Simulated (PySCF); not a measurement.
# Computed NMR parameters against published values

Geometry:
```tsv
atom	x (Å)	y (Å)	z (Å)
C1	1.449	-0.344	0.193
B2	-0.034	0.192	0.042
C3	-1.242	-0.821	-0.114
N4	-0.278	1.570	0.044
H5	1.530	-1.028	1.055
H6	1.730	-0.941	-0.691
H7	2.205	0.448	0.318
H8	-1.306	-1.480	0.769
H9	-2.223	-0.338	-0.244
H10	-1.077	-1.489	-0.976
H11	-1.204	1.966	-0.050
H12	0.452	2.262	0.147
```

[PySCF 2.14.0 with density-fitted response routines: spin–spin couplings from B3LYP/pcJ-1 (spin–dipole term only in couplings to heteroatoms); PBE0-D3(BJ)/def2-SVP structure; NMR shieldings at PBE/pcSseg-2/GIAO; gas phase; one averaged value for each set of equivalent atoms; non-relativistic Hamiltonian; a single conformation]

Reference values: measured (solution, C6D6; B. Wrackmeyer, Z. Naturforsch. B 2015).
```csv
atoms,quantity,reference,computed
B2,δ ¹¹B vs BF3.OEt2,47.1,45.8
```

Computed shifts are σ(ref) − σ with the named reference compound (TMS for H and C) calculated as an isolated molecule at the same level.

Coupling constants in Hz (some tables give magnitudes without signs):
```tsv
coupling	reference	computed	source
¹J(C1,B2)	59.0	57.1	measured; solution, C6D6; Z. Naturforsch. B 2015 (znb-2015-0040), 1J(13C,11B) in organoboranes and borates
```
